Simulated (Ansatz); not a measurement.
Species: C8H8B2S, SMILES `Bc1ccc2sc(B)cc2c1` (charge 0, multiplicity 1).

### Question
Give a relaxed geometry from PBE0-D4/def2-SVP (Ansatz, a program for electronic structure).

### Answer
Several could match; the one computed here: the end point of this relaxation, one of several conformers (outside a Z-matrix the atoms follow the SMILES, hydrogens last).
Z-matrix (Å, degrees):
```
C
C 1 1.4048
H 2 1.0935 1 119.50
C 2 1.3979 3 119.66 1 180.00
C 1 1.4232 2 118.96 3 180.00
C 5 1.4041 1 121.22 2 0.00
C 6 1.3804 5 118.17 1 0.00
H 6 1.0919 7 121.13 4 -180.00
H 7 1.0932 6 119.14 8 0.00
C 1 1.4248 2 129.55 3 0.00
C 10 1.3787 1 114.08 2 179.99
H 10 1.0917 11 122.17 1 180.00
B 11 1.5261 10 127.33 12 0.01
H 13 1.2077 11 121.24 10 179.98
H 13 1.2085 14 120.23 11 179.98
B 4 1.5380 2 120.36 3 0.00
H 16 1.2099 4 120.53 2 180.00
H 16 1.2100 17 119.50 4 179.99
S 5 1.7211 6 127.50 8 -0.01
```
